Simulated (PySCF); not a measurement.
## Electron correlation in Tl (thallium, neutral)

[Xe] 4f14 5d10 6s1 6p2, high-spin 4P determinant (an excited configuration). Calculation: PySCF 2.14, in def2-TZVPPD with the def2 core potential (60 electrons) (7s5p4d2f, 56 functions); scalar relativity through the core potential. Frozen: nothing; 21 electrons correlated.

```
  level  correlation energy (mhartree)
   CCSD                        -339.87
    (T)                          -7.10
CCSD(T)                        -346.97
```

Diagnostics: T1 = 0.0090, D1 = 0.0333, largest double amplitude 0.031.

Spin-orbit coupling is strong in this species (close to jj coupling), so the high-spin LS determinant is a model state, not a physical level.

Cost of the coupled-cluster step: roughly 40 core-seconds, for 21 correlated electrons.

Iterations:

```
CC2 = 0
CCSD nocc = (np.int64(12), np.int64(9)), nmo = (56, 56)
frozen orbitals [[], []]
max_cycle = 100
direct = 0
conv_tol = 1e-08
conv_tol_normt = 1e-06
diis_space = 8
diis_start_cycle = 0
Init t2, MP2 energy = -0.36053680717021
Init E_corr(UCCSD) = -0.360536807172337
cycle = 1  E_corr(UCCSD) = -0.33041201393463  dE = 0.0301247932  norm(t1,t2) = 0.0636327
cycle = 2  E_corr(UCCSD) = -0.339498680868517  dE = -0.00908666693  norm(t1,t2) = 0.0166714
cycle = 3  E_corr(UCCSD) = -0.339070495718226  dE = 0.00042818515  norm(t1,t2) = 0.00752522
cycle = 4  E_corr(UCCSD) = -0.339864287639809  dE = -0.000793791922  norm(t1,t2) = 0.00334387
cycle = 5  E_corr(UCCSD) = -0.339903096334156  dE = -3.88086943e-05  norm(t1,t2) = 0.000983902
cycle = 6  E_corr(UCCSD) = -0.339863155523785  dE = 3.99408104e-05  norm(t1,t2) = 0.000263395
cycle = 7  E_corr(UCCSD) = -0.339870348645344  dE = -7.19312156e-06  norm(t1,t2) = 7.37172e-05
cycle = 8  E_corr(UCCSD) = -0.339871590238271  dE = -1.24159293e-06  norm(t1,t2) = 2.34909e-05
cycle = 9  E_corr(UCCSD) = -0.339870706347682  dE = 8.83890589e-07  norm(t1,t2) = 1.12566e-05
cycle = 10  E_corr(UCCSD) = -0.339870774015728  dE = -6.76680456e-08  norm(t1,t2) = 4.04661e-06
cycle = 11  E_corr(UCCSD) = -0.339870823038633  dE = -4.90229056e-08  norm(t1,t2) = 1.31281e-06
cycle = 12  E_corr(UCCSD) = -0.339870806152362  dE = 1.68862709e-08  norm(t1,t2) = 2.17211e-07
cycle = 13  E_corr(UCCSD) = -0.339870809257838  dE = -3.10547532e-09  norm(t1,t2) = 7.07698e-08
UCCSD converged
E(UCCSD) = -171.6966697698929  E_corr = -0.3398708092578377
UCCSD(T) correction = -0.00709566058800481
```

The basis has no tight functions for the innermost shells, so their pair energies are far from complete.

This basis was not built for core-valence correlation, so the inner-shell part is incomplete.

Spin-orbit coupling is strong in this species, so the high-spin LS determinant is a model state.
